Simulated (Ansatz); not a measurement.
Two members of one family (BP nanocrystals, H-capped) that differ in charge, which shifts all levels, computed with Ansatz in the gas phase. The two geometries come from different levels. Levels of anions in sets without diffuse functions are rough. A dash marks a value that wasn't run or was left out as unsound. The structures are stationary points that may keep the symmetry of their start. Remarks come from the PBE and PBE0 runs and from stability tests at other levels; not every state was tested. HOMO above LUMO (over both spins in singlets and doublets, within one spin in higher multiplets; at PBE or PBE0), or a gap under 0.15 eV within one spin, warns that the state may not be the lowest or that an electron is smeared out.

First: B8P7H24⁻, cut from zinc blende, disc (singlet, charge -1, r2SCAN-D4/def2-SVP geometry).

```xyz
39

B    -0.313    3.639   -0.704
B    -2.769   -2.409    0.603
B    -1.544    0.650    0.107
B     0.928    1.812    1.723
B    -0.291   -1.185    2.372
B     1.534   -0.660   -0.170
B     2.710    2.352   -0.978
B     0.256   -3.696    0.331
P    -1.337    2.060   -1.213
P     1.303    3.015    0.216
P    -2.529   -0.878   -0.578
P    -1.042   -2.757    1.465
P     2.201    0.554   -1.533
P     1.009   -2.384   -0.896
P     0.154    0.151    0.990
H    -0.071    4.293   -1.706
H    -1.033    4.208    0.105
H    -3.176   -3.355   -0.054
H    -3.556   -2.008    1.448
H    -2.238    1.123    0.993
H     0.092    2.329    2.450
H     1.977    1.526    2.279
H    -1.139   -0.702    3.105
H     0.746   -1.504    2.935
H     2.480   -0.884    0.567
H     2.860    3.045   -1.972
H     3.731    2.180   -0.327
H    -0.244   -4.602   -0.317
H     1.207   -4.035    1.020
H    -2.626    2.446   -1.680
H    -0.863    1.490   -2.430
H     1.860    4.212    0.745
H    -3.794   -0.431   -1.060
H    -1.977   -1.259   -1.835
H    -1.361   -3.721    2.461
H     1.284    0.575   -2.623
H     3.284   -0.070   -2.215
H     0.170   -2.173   -2.029
H     2.117   -2.947   -1.592
```

```tsv
level	HOMO (eV)	LUMO (eV)	gap (eV)	vertical IE (eV)
PBE-D4/def2-SVP	-2.58	1.84	4.42	–
PBE-D4/def2-TZVP	-2.72	1.50	4.21	4.64
r2SCAN-D4/def2-TZVP	-2.90	1.69	4.59	–
PBE0-D4/def2-SVP	-3.65	2.62	6.27	–
PBE0-D4/def2-TZVP	-3.72	2.27	6.00	5.01
```

Remarks: gap within one spin near zero at PBE or PBE0 (neutral doublet).

Second: B8P8H22, cut from wurtzite (singlet, charge 0, PBE-D4/def2-SVP geometry).

```xyz
38

B     0.188   -2.587   -2.613
P     1.055   -3.256   -0.983
P    -0.214   -0.712   -2.207
B    -1.460   -0.526   -0.707
B     1.257   -1.958    0.459
P    -0.527   -1.253    0.892
P    -1.877    1.345   -0.301
B    -3.132    1.522    1.193
B    -0.384    0.072    2.339
P    -2.177    0.740    2.718
B     1.433    0.307   -1.885
P     2.262   -0.412   -0.226
P     0.927    2.152   -1.515
B    -0.239    2.376    0.031
B     2.505    0.945    1.167
P     0.684    1.538    1.582
H    -0.858   -3.198   -2.784
H     0.980   -2.651   -3.543
H     0.402   -4.417   -0.469
H     2.342   -3.814   -1.252
H    -0.847   -0.146   -3.358
H    -2.484   -1.158   -0.917
H     1.795   -2.428    1.448
H    -1.303   -2.344    1.393
H    -2.503    1.902   -1.461
H    -4.130    0.851    0.965
H    -3.348    2.705    1.419
H     0.161   -0.407    3.319
H    -2.931   -0.297    3.347
H    -2.080    1.652    3.814
H     2.191    0.238   -2.838
H     3.548   -0.905   -0.606
H     0.288    2.704   -2.667
H     2.071    3.004   -1.435
H    -0.488    3.553    0.233
H     3.000    0.427    2.157
H     3.138    1.887    0.700
H     0.757    2.547    2.591
```

Estimate how these quantities change from the first to the second (second minus first).


| level | Δ HOMO (eV) | Δ LUMO (eV) | Δ gap (eV) | Δ vertical IE (eV) |
| --- | --- | --- | --- | --- |
| PBE-D4/def2-SVP | -3.47 | -3.25 | 0.21 | – |
| PBE-D4/def2-TZVP | -3.40 | -3.22 | 0.18 | 3.35 |
| r2SCAN-D4/def2-TZVP | -3.40 | -3.17 | 0.23 | – |
| PBE0-D4/def2-SVP | -3.47 | -3.26 | 0.22 | – |
| PBE0-D4/def2-TZVP | -3.41 | -3.20 | 0.21 | 3.42 |

Remarks: gap within one spin near zero at PBE or PBE0 (+1 doublet).
